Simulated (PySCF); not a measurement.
## Orbital energies and ionisation energy

Compound: C₅H₁₆AlNO.
Atom-mapped SMILES: `[CH3:1][O:2][CH2:3][AlH2-:4][N+:5]([CH3:6])([CH3:7])[CH3:8]` (hydrogens: H9, H10, H11 on C1; H12, H13 on C3; H14, H15 on Al4; H16, H17, H18 on C6; H19, H20, H21 on C7; H22, H23, H24 on C8)

Structure used (PBE0-D3(BJ)/def2-SVP), in Å, numbered top down from 1:
```xyz
24
C5H16AlNO angstrom
C      4.0333    0.1319   -0.3464
O      2.8495    0.4167    0.3220
C      1.6811    0.0020   -0.3602
Al     0.2195    0.5553    0.8884
N     -1.5184   -0.0463   -0.1056
C     -2.6568    0.3444    0.7330
C     -1.5868    0.6287   -1.4054
C     -1.4880   -1.5022   -0.2778
H      4.8735    0.5011    0.2610
H      4.0761    0.6227   -1.3410
H      4.1671   -0.9585   -0.5063
H      1.7247   -1.0943   -0.5572
H      1.6388    0.4805   -1.3660
H      0.0510   -0.3276    2.2227
H     -0.0898    2.1312    0.9824
H     -3.6113    0.0407    0.2670
H     -2.5640   -0.1331    1.7180
H     -2.6490    1.4337    0.8730
H     -0.7262    0.3350   -2.0210
H     -1.5514    1.7162   -1.2538
H     -2.5174    0.3647   -1.9387
H     -1.3992   -1.9833    0.7056
H     -0.6160   -1.7847   -0.8827
H     -2.4053   -1.8599   -0.7785
```

Level: B3LYP/def2-SVPD (PySCF). Frontier orbitals with their largest atomic shares (Löwdin; up to four atoms above 4 %):

| orbital | ε (eV) | main atoms |
| --- | --- | --- |
| HOMO−3 | -8.14 | N5 26 %, Al4 19 %, H15 11 %, H14 11 % |
| HOMO−2 | -7.06 | Al4 35 %, H15 27 %, H14 27 % |
| HOMO−1 | -6.70 | O2 59 %, C3 11 %, C1 10 %, H12 6 % |
| HOMO | -6.65 | ? |
| LUMO | -0.09 | C7 12 %, Al4 12 %, C8 11 %, C6 9 % |
| LUMO+1 | 0.55 | Al4 20 %, C1 12 %, C3 11 %, C6 6 % |
| LUMO+2 | 0.86 | Al4 22 %, C6 10 %, H16 9 %, H17 9 % |

Task: What vertical ionisation energy does ΔSCF give, and how far is −ε(HOMO) from it?

Result: ΔSCF: 8.76 eV (845 kJ/mol; threshold wavelength 142 nm); ⟨S²⟩ of the doublet left behind is 0.754, against 0.75 for a pure doublet. −ε(HOMO) is 6.65 eV, 2.11 eV below it. In exact Kohn–Sham theory the two would be equal; B3LYP (global hybrid, 20 % exact exchange) falls short of its own ΔSCF value by 24 %.

Task: On which atoms does the HOMO lie?

Result: C3 (sp3 carbon bound to oxygen) 38 %, Al4 (aluminium bonded to C, N and 2 H) 18 %, O2 (ether oxygen) 16 %, H13 (methylene hydrogen) 6 %, so no atom holds as much as 40 %. The HOMO−1 lies 0.05 eV lower.

Task: What total energies stand behind the ΔSCF value?

Result: E(N) = -572.27861 Eh and E(N − 1) = -571.95685 Eh at the same geometry, 0.32176 Eh apart.

Task: How many of the 10 lowest singlet excitations (vertical TDDFT, same level) lie below the ionisation energy?

Result: All 10; they run from 5.85 to 7.04 eV.

Task: What kinetic energy would electrons from this vertical process carry with He I light (21.218 eV)?

Result: 21.22 − 8.76 = 12.46 eV.

Task: With α = 108.7 au, estimate the like-pair dispersion coefficient by London's formula C6 = (3/4)α²I.

Result: I = 0.3218 Eh, so C6 ≈ 2850 au, a rough estimate.

Geometry: PBE0-D3(BJ)/def2-SVP, one conformer, isolated molecule.

The run behind these numbers computed excited states and ΔSCF ions as well. On one thread of an Arm Neoverse V2, on a shared host, this took 8.1 min wall and 1.3 GiB of memory at its peak.
